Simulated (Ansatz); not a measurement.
Program: Ansatz. Geometries: PBE0-D4/def2-TZVP. ΔE: electronic, gas phase. CCSD(T)/CBS adds triple-zeta CCSD(T) − MP2 to the extrapolated MP2 energy (def2 sets, frozen cores). Functionals use def2-TZVPP. B3LYP here is the variant with VWN-RPA as its local correlation; programs differ in this. def2 core potentials past Kr. For Te outer-core shells are correlated without core-valence functions, which leaves a few kJ/mol of doubt a bond. Each species was taken in one conformer, which may not be the lowest.

Consider the cleavage of the Si–Si bond: `B[SiH]([SiH3])Cl` + `C[SiH2][TeH]` → `C[SiH2][Te][SiH3]` + `B[SiH2]Cl`.

(1) Is it downhill or uphill in electronic energy at CCSD(T)/CBS, and by how much? (Estimate.)

(2) What do these levels give: LDA (SPW92), PBE-D4, revPBE-D4, BLYP-D4, PBE0-D4, r2SCANh-D4, r2SCAN, B3LYP, HF/def2-SVP, MP2/def2-SVP, MP2/def2-TZVPP, CCSD(T)/def2-TZVPP? (Best estimate.)

(3) What do rigid-rotor, harmonic-oscillator terms from PBE0-D4/def2-TZVP frequencies (298.15 K, 1 bar) make of the CCSD(T)/CBS value? (Estimate.)

Largest T1 diagnostic among the species: 0.012.

Results:

(1) The calculation gave: Downhill: ΔE = -14.1 kcal/mol.

(2) Ansatz gave: LDA (SPW92) -9.7, PBE-D4 -10.5, revPBE-D4 -10.7, BLYP-D4 -11.3, PBE0-D4 -12.0, r2SCANh-D4 -12.5, r2SCAN -11.9, B3LYP -11.8, HF/def2-SVP -14.9, MP2/def2-SVP -14.5, MP2/def2-TZVPP -16.0, CCSD(T)/def2-TZVPP -13.0 kcal/mol.

(3) The calculation gave: ΔZPE = +1.0 kcal/mol, ΔH = -13.2 kcal/mol, ΔS = 6 J/(mol·K), ΔG = -13.6 kcal/mol. Modes under 50 cm⁻¹ make the entropy rough.

From r2SCAN to r2SCAN0 (25 % exact exchange), in def2-TZVPP and without D4, ΔE moves by −1.1 kcal/mol. Leaving LDA and LC-ωPBE aside and taking each functional with its dispersion term where it has one, the values, not all of them listed here, spread over 4.3 kcal/mol, from BHLYP-D4 to B97M-V. At CCSD(T), def2-SVP lies +1.7 kcal/mol from the extrapolated value and def2-TZVPP +1.1 kcal/mol.
